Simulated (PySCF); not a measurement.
C13H16O.
Numbering: `[CH3:1][C:2]([CH3:3])([CH3:4])[C:5](=[O:6])/[CH:7]=[CH:8]/[c:9]1[cH:10][cH:11][cH:12][cH:13][cH:14]1`

Geometry (PBE0-D3(BJ)/def2-SVP, Å), atoms numbered from 1 in this order:
```
atom  x, y, z in Å
C1    -3.9228    0.5328    0.8587
C2    -2.7352    0.1264   -0.0076
C3    -2.7238    0.9559   -1.2983
C4    -2.8212   -1.3688   -0.3429
C5    -1.4373    0.3845    0.7690
O6    -1.4552    0.8245    1.9004
C7    -0.1553    0.0717    0.0874
C8     1.0108    0.2797    0.7264
C9     2.3611    0.0361    0.2316
C10    3.4512    0.3512    1.0595
C11    4.7599    0.1399    0.6354
C12    5.0042   -0.3938   -0.6284
C13    3.9312   -0.7140   -1.4639
C14    2.6257   -0.5018   -1.0405
H15   -3.8752    1.6000    1.1182
H16   -4.8660    0.3433    0.3235
H17   -3.9341   -0.0296    1.8027
H18   -3.6674    0.8051   -1.8463
H19   -1.9014    0.6738   -1.9728
H20   -2.6295    2.0308   -1.0793
H21   -1.9908   -1.7034   -0.9830
H22   -2.8129   -1.9814    0.5716
H23   -3.7594   -1.5773   -0.8811
H24   -0.1837   -0.3239   -0.9304
H25    0.9274    0.6841    1.7422
H26    3.2584    0.7695    2.0509
H27    5.5933    0.3926    1.2949
H28    6.0298   -0.5622   -0.9649
H29    4.1180   -1.1338   -2.4551
H30    1.7974   -0.7582   -1.7044
```

NICS = −σ at a ghost point: NICS(0) at the centroid of the ring atoms, NICS(1) 1 Å to either side along the normal of their mean plane, zz for the tensor component along that normal. Level: GIAO PBE0/pcSseg-1 (PySCF, non-relativistic, gas phase) on the PBE0-D3(BJ)/def2-SVP geometry, one conformer.

Ring bond lengths (Å), with Mayer bond orders in brackets: C9–C10 1.405 (1.36), C10–C11 1.392 (1.44), C11–C12 1.393 (1.43), C12–C13 1.397 (1.41), C13–C14 1.389 (1.47), C14–C9 1.406 (1.37).

Q: What do the NICS probes read (ppm)?

A: 
```csv
ring,type,NICS(0),"NICS(1), two faces","NICS(1)zz, two faces",rms pucker (Å),"centre to ring atoms, mean (Å)"
C9–C10–C11–C12–C13–C14,6-membered carbocycle; formal bonds all aromatic,-7.6,-10.7 / -10.7,-26.2 / -26.1,0.00,1.40
```

Q: What can be read from them?

A: 
- C9–C10–C11–C12–C13–C14: mean NICS(1)zz -26.2 ppm, shielded, aromatic by this magnetic criterion (flat ring, no four-coordinate atom).

Q: How equal are the bonds by HOMA? HOMA = 1 − mean of α(R − Ropt)² over the ring bonds, with Krygowski's 1993 parameters (CC: Ropt 1.388 Å, α 257.7 Å⁻²).

A: 
- C9–C10–C11–C12–C13–C14: HOMA 0.97 = 1 − EN − GEO, with mean bond length 1.397 Å, EN = α(Ropt − mean)² = 0.021 and GEO = α × variance = 0.011. The geometric and the magnetic index point the same way.

Q: At the second NICS(1) probe listed for ring C9–C10–C11–C12–C13–C14, 1 Å off the ring, what do the in-plane components average?

A: The isotropic value is a third of the trace: (3 × -10.7 − (-26.1))/2 = -3.0 ppm.

Q: How do the values depend on the level or the medium?

A: 
```csv
level,"NICS(0), C9–C10–C11–C12–C13–C14","mean NICS(1)zz, C9–C10–C11–C12–C13–C14"
"PBE0/pcSseg-1, gas",-7.6,-26.2
"wB97X-D/pcSseg-1, gas",-7.8,-26.8
```

The geometry is the same throughout.

Time: 73 s wall, 2.8 min CPU; peak memory 2.5 GiB. Hardware: Intel Xeon Platinum 8488C, 2 threads, no GPU, shared host. This is the whole shielding run at PBE0/pcSseg-1, SCF included.
